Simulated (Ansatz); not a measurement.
Reaction (ligand exchange at a Ga–Se bond): `[CH3][GaH][Se]C` + H–F → `[CH3][GaH][F]` + `C[SeH]`

Program: Ansatz. Geometries: PBE0-D4/def2-TZVP. ΔE: electronic, gas phase. CCSD(T)/CBS is the MP2 limit (def2-TZVPP, def2-QZVPP) plus CCSD(T) − MP2 in def2-TZVPP, frozen cores. This one scheme is used for every species. DFT in def2-TZVPP. For Ga, Se outer-core shells are correlated without core-valence functions, which leaves a few kJ/mol of doubt a bond. Scalar relativity is left out up to krypton. Each species was taken in one conformer, which may not be the lowest.

```
  level  ΔE (kJ/mol)
BLYP-D4          2.3
ωB97M-V          2.7
```

Task: What does CCSD(T)/CBS give? (Estimate.)

Result: Computed: +16.4 kJ/mol. The listed levels differ from it by -14.1, -13.7 kJ/mol.

Largest T1 diagnostic among the species: 0.013.

Leaving LDA and LC-ωPBE aside and taking each functional with its dispersion term where it has one, the values, not all of them listed here, spread over 21.1 kJ/mol, from B97M-V to HSE06-D4. LDA lies +8.6 kJ/mol from PBE without D4. At CCSD(T), def2-SVP lies −26.5 kJ/mol from the extrapolated value and def2-TZVPP −6.3 kJ/mol.
